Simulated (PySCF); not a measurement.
C$_{6}$H$_{15}$B, triplet, geometry from GFN2-xTB (a higher spin typed on purpose: for a closed-shell molecule this is an excited state); MP2/6-31G* in PySCF.

The PySCF input:
```python
from pyscf import gto, scf, mp

mol = gto.Mole()
mol.atom = '''
    B    -0.18185573   -0.50090013    0.05313566
    C     1.15514182    0.27594748   -0.66198135
    C     1.27981259   -0.18155208   -2.09572941
    H     2.04049321    0.00469719   -0.09338221
    H     1.00563589    1.35375638   -0.60399935
    H     0.42865686    0.13615344   -2.69054570
    H     1.36553717   -1.26370242   -2.15863874
    H     2.18236985    0.25625388   -2.53006721
    C    -1.56966173   -0.07850327   -0.63686931
    C    -1.89922682    1.42313200   -0.63132452
    H    -2.35988854   -0.59158711   -0.07494834
    H    -1.67123222   -0.43747898   -1.66477550
    H    -1.20685422    1.97137635   -1.26749861
    H    -1.83139132    1.82801820    0.37658533
    H    -2.90759459    1.60398627   -1.00522160
    C     0.09254780   -0.15523243    1.64598135
    C     1.03125987   -1.10651205    2.36567935
    H    -0.91589679   -0.25814472    2.05385197
    H     0.42308362    0.87318884    1.81898999
    H     2.04719751   -1.01675368    1.98506220
    H     0.70890391   -2.13767891    2.24088217
    H     1.06101737   -0.88126212    3.43349057
'''
mol.basis = '6-31g*'
mol.spin = 2
mol.verbose = 4
mol.build()

mf = scf.UHF(mol)
mf.kernel()

pt = mp.MP2(mf, frozen=7)
pt.kernel()
print('E(MP2) = %.10f' % pt.e_tot)
```

Output, abridged:

```
PySCF version 2.14.0

[INPUT] verbose = 4
[INPUT] num. atoms = 22
[INPUT] num. electrons = 56
[INPUT] charge = 0
[INPUT] spin (= nelec alpha-beta = 2S) = 2
[INPUT] symmetry False subgroup None
[INPUT] Mole.unit = angstrom
[INPUT] Symbol           X                Y                Z      unit          X                Y                Z       unit  Magmom
[INPUT]  1 B     -0.181855730000  -0.500900130000   0.053135660000 AA   -0.343657523883  -0.946564061459   0.100411844848 Bohr   0.0
[INPUT]  2 C      1.155141820000   0.275947480000  -0.661981350000 AA    2.182901674832   0.521465161964  -1.250963451070 Bohr   0.0
[INPUT]  3 C      1.279812590000  -0.181552080000  -2.095729410000 AA    2.418495285870  -0.343083708545  -3.960354616096 Bohr   0.0
[INPUT]  4 H      2.040493210000   0.004697190000  -0.093382210000 AA    3.855973325935   0.008876402655  -0.176466801807 Bohr   0.0
[INPUT]  5 H      1.005635890000   1.353756380000  -0.603999350000 AA    1.900376413133   2.558228797583  -1.141393350915 Bohr   0.0
[INPUT]  6 H      0.428656860000   0.136153440000  -2.690545700000 AA    0.810044066816   0.257292712517  -5.084394498626 Bohr   0.0
[INPUT]  7 H      1.365537170000  -1.263702420000  -2.158638740000 AA    2.580491264214  -2.388051476750  -4.079236020476 Bohr   0.0
[INPUT]  8 H      2.182369850000   0.256253880000  -2.530067210000 AA    4.124081319008   0.484249651557  -4.781134103642 Bohr   0.0
[INPUT]  9 C     -1.569661730000  -0.078503270000  -0.636869310000 AA   -2.966230777911  -0.148349680183  -1.203508573041 Bohr   0.0
[INPUT] 10 C     -1.899226820000   1.423132000000  -0.631324520000 AA   -3.589018538229   2.689329719105  -1.193030438522 Bohr   0.0
[INPUT] 11 H     -2.359888540000  -0.591587110000  -0.074948340000 AA   -4.459543025100  -1.117937616723  -0.141631836091 Bohr   0.0
[INPUT] 12 H     -1.671232220000  -0.437478980000  -1.664775500000 AA   -3.158171186349  -0.826715457454  -3.145969753886 Bohr   0.0
[INPUT] 13 H     -1.206854220000   1.971376350000  -1.267498610000 AA   -2.280623948076   3.725361389945  -2.395225236167 Bohr   0.0
[INPUT] 14 H     -1.831391320000   1.828018200000   0.376585330000 AA   -3.460828021706   3.454453748720   0.711643136229 Bohr   0.0
[INPUT] 15 H     -2.907594590000   1.603986270000  -1.005221600000 AA   -5.494557456367   3.031094757863  -1.899593518497 Bohr   0.0
[INPUT] 16 C      0.092547800000  -0.155232430000   1.645981350000 AA    0.174889995431  -0.293346778351   3.110453957642 Bohr   0.0
[INPUT] 17 C      1.031259870000  -1.106512050000   2.365679350000 AA    1.948798717555  -2.091004728031   4.470486070039 Bohr   0.0
[INPUT] 18 H     -0.915896790000  -0.258144720000   2.053851970000 AA   -1.730794091468  -0.487822821303   3.881217723698 Bohr   0.0
[INPUT] 19 H      0.423083620000   0.873188840000   1.818989990000 AA    0.799512169590   1.650087762627   3.437392904425 Bohr   0.0
[INPUT] 20 H      2.047197510000  -1.016753680000   1.985062200000 AA    3.868642616792  -1.921385991344   3.751223898227 Bohr   0.0
[INPUT] 21 H      0.708903910000  -2.137678910000   2.240882170000 AA    1.339634238533  -4.039627682159   4.234653578721 Bohr   0.0
[INPUT] 22 H      1.061017370000  -0.881262120000   3.433490570000 AA    2.005032242706  -1.665344050754   6.488356828577 Bohr   0.0

nuclear repulsion = 297.960380461377
number of shells = 72
number of NR pGTOs = 249
number of NR cGTOs = 128
basis = 6-31g*
ecp = {}

******** <class 'pyscf.scf.uhf.UHF'> ********
method = UHF
initial guess = minao
damping factor = 0
level_shift factor = 0
DIIS = <class 'pyscf.scf.diis.CDIIS'>
diis_start_cycle = 1
diis_space = 8
diis_damp = 0
SCF conv_tol = 1e-09
SCF conv_tol_grad = None
SCF max_cycles = 50
direct_scf = True
direct_scf_tol = 1e-13
number electrons alpha = 29  beta = 27
Set gradient conv threshold to 3.16228e-05
init E= -261.529014482526

cycle= 1 E= -260.359765192068  delta_E= 1.17  |g|= 0.324  |ddm|= 2.72
cycle= 2 E= -260.453119722462  delta_E= -0.0934  |g|= 0.105  |ddm|= 0.527
cycle= 3 E= -260.465554834056  delta_E= -0.0124  |g|= 0.0425  |ddm|= 0.252
cycle= 4 E= -260.46755783242  delta_E= -0.002  |g|= 0.0155  |ddm|= 0.0765
cycle= 5 E= -260.468193712284  delta_E= -0.000636  |g|= 0.00863  |ddm|= 0.0473
cycle= 6 E= -260.468404245665  delta_E= -0.000211  |g|= 0.00543  |ddm|= 0.0255
cycle= 7 E= -260.46856413438  delta_E= -0.00016  |g|= 0.00403  |ddm|= 0.0243
cycle= 8 E= -260.468659495669  delta_E= -9.54e-05  |g|= 0.00276  |ddm|= 0.0194
cycle= 9 E= -260.468734801124  delta_E= -7.53e-05  |g|= 0.00166  |ddm|= 0.0232
cycle= 10 E= -260.46875826632  delta_E= -2.35e-05  |g|= 0.000781  |ddm|= 0.0149
cycle= 11 E= -260.468762113644  delta_E= -3.85e-06  |g|= 0.000338  |ddm|= 0.00556
cycle= 12 E= -260.468762622113  delta_E= -5.08e-07  |g|= 0.000116  |ddm|= 0.00233
cycle= 13 E= -260.468762654329  delta_E= -3.22e-08  |g|= 4.77e-05  |ddm|= 0.000453
cycle= 14 E= -260.468762659201  delta_E= -4.87e-09  |g|= 2.06e-05  |ddm|= 0.000159
cycle= 15 E= -260.468762660105  delta_E= -9.04e-10  |g|= 9.27e-06  |ddm|= 6.59e-05
Extra cycle  E= -260.468762660227  delta_E= -1.22e-10  |g|= 6e-06  |ddm|= 1.56e-05
converged SCF energy = -260.468762660227  <S^2> = 2.01233  2S+1 = 3.0082088

******** <class 'pyscf.mp.ump2.UMP2'> ********
nocc = (np.int64(22), np.int64(20)), nmo = (121, 121)
frozen orbitals 7
E(UMP2) = -261.315212485303  E_corr = -0.846449825076219
E(SCS-UMP2) = -261.311746833398  E_corr = -0.842984173171265
E_corr(same-spin) = -0.19933340413869
E_corr(oppo-spin) = -0.647116420937529
E(MP2) = -261.3152124853
```
